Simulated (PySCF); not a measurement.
C₃H₆BFO₂, SMILES CCC(=O)B(O)F.

The structure is a stationary point at r2SCAN-D4/def2-SVP. The structure was generated by enumeration, and PubChem lists no compound with its InChIKey, so it may never have been made. Other conformers were not sampled.

Two levels are set side by side: TDA-PBE/def2-SVPD (PySCF) and TDA-LC-ωPBE/def2-SVPD (PySCF). Vertical, same geometry. The lowest singlet is HOMO→LUMO 100 % with PBE and HOMO→LUMO 95 % with the other functional; states are paired by order. Differences are taken from unrounded values.

```csv
quantity,TDA-LC-ωPBE
lowest singlet excitation (eV),3.37
lowest triplet excitation (TDA) (eV),2.58
```

Q: What does TDA-PBE give, and how far is it from TDA-LC-ωPBE? (An estimate is asked for; the answer gives what the named calculation found.)

A: 
| quantity | TDA-PBE | TDA-PBE minus TDA-LC-ωPBE |
|---|---|---|
| lowest singlet excitation (eV) | 2.96 | -0.41 |
| lowest triplet excitation (TDA) (eV) | 2.26 | -0.32 |

A lower first singlet is the usual sign of a functional without exact exchange. Differences between two approximate levels are no errors against the true value.

Rough cost on one machine, each run with all the roots and properties that it gave: TDA-LC-ωPBE against TDA-PBE about 3 times.
